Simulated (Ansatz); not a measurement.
```yaml
crystal:
  periodic: [false, false, false]
  atoms:
    - {symbol: C, position_ang: [-1.186162, 0.221076, 1.212272]}
    - {symbol: C, position_ang: [0.152635, 0.205326, 0.473224]}
    - {symbol: C, position_ang: [0.817912, -1.167980, 0.543753]}
    - {symbol: Al, position_ang: [-0.001855, 0.901912, -1.352884]}
    - {symbol: O, position_ang: [1.029819, 0.242122, -2.533722]}
    - {symbol: H, position_ang: [-1.894850, -0.489713, 0.774059]}
    - {symbol: H, position_ang: [-1.662588, 1.205624, 1.192970]}
    - {symbol: H, position_ang: [-1.063658, -0.062946, 2.264210]}
    - {symbol: H, position_ang: [0.497828, -1.886234, 0.121075]}
    - {symbol: H, position_ang: [0.197828, -1.936234, 0.071075]}
    - {symbol: H, position_ang: [1.786071, -1.184012, 0.038084]}
    - {symbol: H, position_ang: [0.976242, -1.479851, 1.583290]}
    - {symbol: H, position_ang: [-1.013809, 2.054473, -1.778758]}
    - {symbol: H, position_ang: [1.034257, 0.538002, -3.442450]}
basis:
  gaussian: {orbitals: def2-TZVPP, nuclear_model: gaussian}
total_charge: 1
magnetization: {spin_polarized: true, initial_magnetization: 1}
hamiltonian: {xc: {name: wPBEh}}
```

```sh
$ ansatz run in.yaml --threads 4 --pin off --events-out ev --progress --plain --max-ram 10444MiB
```

It prints (some lines left out):

```
Functional definition: wPBEh
1522 factors; their error is unknown
127 factors; integrals over basis functions are off by at most 4.8e-7 eV
mean field evaluation 1: about -11839.2999 eV, gradient 8.1e1 eV
mean field evaluation 2: about -11725.7299 eV, gradient 1.6e2 eV
mean field evaluation 4: about -11868.3616 eV, gradient 1.7e1 eV
mean field evaluation 8: about -11869.8281 eV, gradient 3.9e-1 eV
mean field evaluation 16: about -11869.8360 eV, gradient 1.4e-3 eV
mean field -11869.83596699 eV, -436.2084261231 hartree, gradient 6.4e-5 eV, S^2 0.754964; 0 other end points of the search recorded, 0 dependent functions left out
reference -11869.83601393 eV, -436.2084278480 hartree; 24, 23 occupied and 268, 269 virtual orbitals, 1522 factors
Total energy: -11869.83601393 eV, -436.2084278480 hartree
```

Question: What is wrong with this run?

Answer: One atom was put on top of another. Self-consistency was reached. The result belongs to that input, not to the molecule as meant.
